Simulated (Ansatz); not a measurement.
Program: Ansatz. Geometries: PBE0-D4/def2-TZVP. ΔE: electronic, gas phase. CCSD(T)/CBS is the MP2 limit (def2-TZVPP, def2-QZVPP) plus CCSD(T) − MP2 in def2-TZVPP, frozen cores. This one scheme is used for every species. Functionals use def2-TZVPP. B3LYP here is the variant with VWN-RPA as its local correlation; programs differ in this. Each species was taken in one conformer, which may not be the lowest.

Reaction (ligand exchange at the Si–Cl bond): `F[SiH](F)O[SiH2]Cl` + H₂S → `F[SiH](F)O[SiH2]S` + HCl

`F[SiH](F)O[SiH2]Cl`:

```xyz
9

F     0.773    1.837    1.248
Si    0.546    0.285    1.436
F     1.881   -0.320    2.022
O     0.275   -0.402    0.008
Si   -0.425   -0.415   -1.463
Cl   -2.339    0.294   -1.318
H    -0.549    0.061    2.381
H    -0.482   -1.811   -1.933
H     0.320    0.470   -2.380
```

H₂S:

Cartesian coordinates in Å:
```
S 0.554 0.197 0.194
H 0.068 -0.182 -0.997
H -0.622 -0.016 0.803
```

`F[SiH](F)O[SiH2]S`:

Cartesian coordinates in Å:
```
F 2.139 1.599 0.692
Si 0.719 1.196 1.261
F -0.139 2.523 1.329
O 0.021 0.148 0.277
Si -0.704 -0.486 -1.046
S -1.206 -2.527 -0.757
H 0.876 0.646 2.609
H -1.990 0.207 -1.277
H 0.227 -0.341 -2.187
H 0.056 -2.965 -0.900
```

HCl:

Z-matrix (Å, degrees):
```
Cl
H 1 1.279
```

```csv
level,ΔE (kJ/mol),difference from CCSD(T)/CBS
PBE-D4,35.9,-5.5
B3LYP-D4,41.8,0.4
B2PLYP,42.7,1.3
PBE,36.5,-4.9
HF/def2-TZVPP,50.5,9.1
MP2/def2-TZVPP,41.4,0.0
CCSD/def2-TZVPP,42.0,0.6
CCSD(T)/def2-TZVPP,40.6,-0.8
HF/def2-QZVPP,51.1,9.7
MP2/CBS(def2),42.2,0.8
CCSD(T)/CBS,41.4,0
```

Largest T1 diagnostic among the species: 0.012.

In def2-TZVPP, CCSD(T) changes the Hartree–Fock value by −10.0 kJ/mol (the triples alone add −1.4 kJ/mol) and MP2 by −9.1 kJ/mol.

CCSD(T)/CBS has its own doubt, a few kJ/mol and more with outer-core shells, so smaller differences from it don't rank the levels.
